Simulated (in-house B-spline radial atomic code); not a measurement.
**Ionising neutral lutetium with different functionals**

Computed with a B-spline radial code for spherical atoms: scalar-relativistic (spin-free X2C) Hamiltonian, Fermi nucleus of rms radius 5.37 fm, spin-polarised at highest spin, spherical fractional occupations for the functionals, the average over the highest-spin determinants for Hartree-Fock. The ionisation energy is the difference of two self-consistent energies, [Xe] 4f14 5d1 6s2 → [Xe] 4f14 6s2, without Breit or QED terms; ε is the level of the shell that loses the electron (its least bound occupied spin orbital). There is no spin-orbit coupling in this Hamiltonian.

Hybrids are left out here: with spherical fractional occupations of an open shell their exact exchange keeps a self-interaction that integer-occupation calculations don't have.

| method | rung | ΔSCF (eV) | -ε(5d) (eV) |
| --- | --- | --- | --- |
| Hartree-Fock | Hartree-Fock | 4.36 | 5.16 |
| LDA VWN5 | LDA | 5.59 | 2.10 |
| LDA PW92 | LDA | 5.59 | 2.10 |
| LDA exchange-only | LDA | 4.55 | 1.27 |
| PBE | GGA | 5.37 | 1.95 |
| PBEsol | GGA | 5.42 | 1.98 |
| BLYP | GGA | 5.24 | 1.78 |
| RPBE | GGA | ? | ? |
| PW91 | GGA | 5.44 | 2.00 |
| BP86 | GGA | 5.53 | 2.08 |
| AM05 | GGA | 5.38 | 1.94 |
| OLYP | GGA | 5.17 | 1.77 |
| TPSS | meta-GGA | 5.32 | 1.92 |
| SCAN | meta-GGA | ? | ? |
| r2SCAN | meta-GGA | 5.27 | 1.91 |
| revTPSS | meta-GGA | 5.33 | 1.93 |

(1) What does RPBE give?

(2) What does SCAN give?

(3) How do they compare with the NIST value?

Results:

(1) ΔSCF 5.31 eV, and -ε(5d) = 1.92 eV.

(2) ΔSCF 5.35 eV, and -ε(5d) = 1.95 eV.

(3) NIST lists 5.426 eV (measured, ground level to ground level). Errors run from -1.07 to +0.17 eV; PBEsol is closest (-0.01 eV), but part of that can be cancellation, since the calculations leave out spin-orbit coupling, Breit-QED terms, multiplet and fine-structure energies. Hartree-Fock also lacks correlation.
